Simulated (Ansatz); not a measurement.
**Reading a saddle point**

A first-order saddle point of SiH5BrO, closed shell, PBE0-D4/def2-TZVP, with one imaginary mode of 601i cm⁻¹:

```
8
angstrom
Si -0.5842 -0.1579 0.0020
Br 2.1168 -0.4086 -0.4229
H -0.6587 -1.3446 -0.8603
H -1.8851 0.5558 0.0004
O -0.2012 -0.1308 1.5718
H 0.6453 0.7660 -0.9684
H -0.1384 1.1313 -1.0715
H 0.7057 -0.4112 1.7490
```

Program: Ansatz 0.2.0. Basis: def2-TZVPP and def2-QZVPP. Cores are frozen in the correlated methods. Filled d shells of the heavier atoms are correlated. The def2 sets are not built for correlating such inner shells, so the correlated values are less sure here. Extrapolation: Hartree–Fock as exp(−7.88 √X), correlation as X^−2.97.

(1) Which contacts change along the imaginary mode, and what lies on either side? (A judgement: the text doesn't fix the answer.)

(2) Which side is lower, and how far does the saddle lie above each? (Judge from chemistry; the value comes from the calculation.)

T1 diagnostic: at most 0.011.

Answers

(1) Computed: The step is SiH₃BrO ([OH][SiH2][Br]) + H₂ → SiH₄O ([OH][SiH3]) + HBr, with the molecules in contact on both sides. Shortening one way: Si1–H7, Br2–H6; lengthening the same way: Si1–Br2, H6–H7.
```tsv
pair	one side (Å)	saddle (Å)	other side (Å)
Si1–H7	4.28	1.74	1.50
Br2–H6	3.30	1.96	1.42
Si1–Br2	2.22	2.75	3.95
H6–H7	0.75	0.87	2.31
```

(2) By the calculation: The side with Si1–Br2, H6–H7 short is lower by 79.0 kJ/mol; the saddle lies 202.6 kJ/mol above it and 123.7 kJ/mol above the other (CCSD(T) at an estimated basis limit (MP2 extrapolated from triple and quadruple zeta, plus CCSD(T) − MP2 in triple zeta); electronic energies).

Labels in which every atom is bracketed show which atoms are joined, not bond orders.

For scale, one of the runs: CCSD(T)/def2-TZVPP, 191 basis functions, launched by `ansatz run in.yaml --threads 4 --pin off --events-out ev --progress --plain --max-ram 9574MiB`. Time: 53 s of wall clock on 4 CPU threads of an Arm Neoverse V2; the host was shared. Peak host memory: 2.1 GiB.
